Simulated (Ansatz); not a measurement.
Reaction (redistribution): H₂Te + `O[SiH2]O[Si](O)(O)O` → `O[Si](O)(O)[TeH]` + `O[SiH2]O`

Calculated with Ansatz (gas phase, PBE0-D4/def2-TZVP geometries, no zero-point term in ΔE). CCSD(T)/CBS is the MP2 limit (def2-TZVPP, def2-QZVPP) plus CCSD(T) − MP2 in def2-TZVPP, frozen cores. Functionals use def2-TZVPP. def2 core potentials past Kr. For Te outer-core shells are correlated without core-valence functions, which leaves a few kJ/mol of doubt a bond. Each species was taken in one conformer, which may not be the lowest.

Question: Is it downhill or uphill in electronic energy at CCSD(T)/CBS, and by how much? (Best estimate.)

Answer: Ansatz gave: Uphill: ΔE = +20.4 kcal/mol.

Question: What do these levels give: B2PLYP, PBE, HF/def2-TZVPP, CCSD/def2-TZVPP, SCS-MP2/def2-QZVPP, MP2/CBS(def2)? (Best estimate.)

Answer: Computed: B2PLYP 21.2, PBE 15.7, HF/def2-TZVPP 26.3, CCSD/def2-TZVPP 23.3, SCS-MP2/def2-QZVPP 20.7, MP2/CBS(def2) 18.0 kcal/mol.

Largest T1 diagnostic among the species: 0.012.

From PBE to PBE0 (25 % exact exchange), in def2-TZVPP and without D4, ΔE moves by +2.3 kcal/mol. In def2-TZVPP, CCSD(T) changes the Hartree–Fock value by −3.9 kcal/mol (the triples alone add −0.9 kcal/mol) and MP2 by −6.3 kcal/mol.
